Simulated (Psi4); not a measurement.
A dimer, CO2 ··· CH4S (SMILES O=C=O and CS); the first 3 atoms form monomer A.

```
9

O     -1.1223     0.2923     0.0000
C      0.0000     0.0000     0.0000
O      1.1223    -0.2923     0.0000
C      3.6726    -4.5368     2.2503
S      2.2535    -3.4364     2.5647
H      3.5296    -5.4051     2.8911
H      3.6956    -4.8662     1.2138
H      4.6119    -4.0564     2.5155
H      2.6067    -2.4628     1.7100
```

Problem. What interaction energy does SAPT0/jun-cc-pVDZ, frozen core (Psi4 1.11) give, and which attractive term is the largest?

Solution. Total -0.71 kcal/mol: electrostatics -0.52, exchange 0.17, induction -0.04, dispersion -0.33. The most attractive term is electrostatics.
